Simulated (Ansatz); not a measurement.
C3H8SSi can be A, `C=CS[SiH2]C`, or B, `C=CC([SiH3])S`.

Calculated with Ansatz (gas phase, PBE0-D4/def2-TZVP geometries, no zero-point term in ΔE). CCSD(T)/CBS adds triple-zeta CCSD(T) − MP2 to the extrapolated MP2 energy (def2 sets, frozen cores). DFT in def2-TZVPP. B3LYP here is the variant with VWN-RPA as its local correlation; programs differ in this. Each species was taken in one conformer, which may not be the lowest.

(1) Which is lower in electronic energy at CCSD(T)/CBS, and by how much? (Estimate.)

(2) Give E(B) − E(A) in kJ/mol with CCSD(T)/def2-TZVPP, CCSD(T)/def2-SVP, PBE-D4, ωB97M-V, r2SCAN-D4, B3LYP-D4, PBE0-D4. (Estimate.)

(3) Does the order hold for the free energy at 298.15 K (harmonic terms from PBE0-D4)? (An estimate is asked.)

Largest T1 diagnostic: 0.011.

## Answers

(1) Computed: A, by 104.4 kJ/mol.

(2) Computed: CCSD(T)/def2-TZVPP 101.1, CCSD(T)/def2-SVP 85.8, PBE-D4 109.6, ωB97M-V 105.4, r2SCAN-D4 113.9, B3LYP-D4 106.3, PBE0-D4 109.3. None reverses the order clearly.

(3) Ansatz gave: Yes: G(B) − G(A) = +99.0 kJ/mol, for one conformer each. Modes under 60 cm⁻¹, often nearly free rotors, make the harmonic entropy too high.

The D4 term adds −4.2 kJ/mol with B3LYP and −2.4 kJ/mol with PBE0; it sums over pairs of atoms, weighted by their polarisabilities, and B3LYP, whose exchange is more repulsive, gets the larger term. At CCSD(T), def2-SVP lies −18.6 kJ/mol from the extrapolated value and def2-TZVPP −3.4 kJ/mol.
